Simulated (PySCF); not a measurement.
**Working out the ionisation energy of Cd⁺**

Cd⁺ [Kr] 4d10 5s1 (2S) → Cd²⁺ [Kr] 4d10 (1S). Calculation: PySCF 2.14, in x2c-TZVPPall with one added diffuse shell each of s, p, d, f type (9s7p7d3f1g, 95 functions); the spin-free X2C one-electron Hamiltonian (Gaussian nucleus). Frozen: [Kr]. Energies in hartree (1 hartree = 27.21139 eV):

```
            part   Cd⁺ (lower)  Cd²⁺ (upper)
             UHF  -5591.044129  -5590.472002
CCSD correlation     -0.367742     -0.330313
             (T)     -0.011086     -0.008525
```

Question: What does Hartree-Fock give?

Answer: (-5590.472002) − (-5591.044129) = 0.572127 hartree = 15.568 eV.

Question: What do CCSD and CCSD(T) give?

Answer: The CCSD correlation energies differ by 0.037429 hartree = 1.018 eV and the triples by 0.002561 hartree = 0.070 eV, so CCSD gives 16.586 eV and CCSD(T) 16.656 eV.

Measured between the centres of the two terms (NIST): 16.908 eV, so CCSD(T) (valence) is off by -0.252 eV.

What remains against the reference includes basis incompleteness, the frozen core and higher excitations.
